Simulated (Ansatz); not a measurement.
Reaction (isomerisation): `CO[SiH](C)N` → `CN(C)[SiH2]O`

Isolated molecules relaxed with PBE0-D4/def2-TZVP in Ansatz; ΔE leaves out vibrations. CBS: MP2 limit from def2 TZ/QZ plus the TZ coupled-cluster correction, frozen cores. DFT in def2-TZVPP. Each species was taken in one conformer, which may not be the lowest.

```
       species  revPBE-D4 energy (Eh)
 `CO[SiH](C)N`             -501.17106
`CN(C)[SiH2]O`             -501.15092
```

**Question.** Work out ΔE.

**Answer.** ΔE = (-501.15092) − (-501.17106) = 0.02014 Eh = +52.9 kJ/mol. CCSD(T)/CBS gives +58.5 kJ/mol.

Largest T1 diagnostic among the species: 0.011.

In def2-TZVPP, CCSD(T) changes the Hartree–Fock value by −6.9 kJ/mol (the triples alone add −1.2 kJ/mol) and MP2 by −8.0 kJ/mol. At CCSD(T), def2-SVP lies −18.9 kJ/mol from the extrapolated value and def2-TZVPP −2.2 kJ/mol.
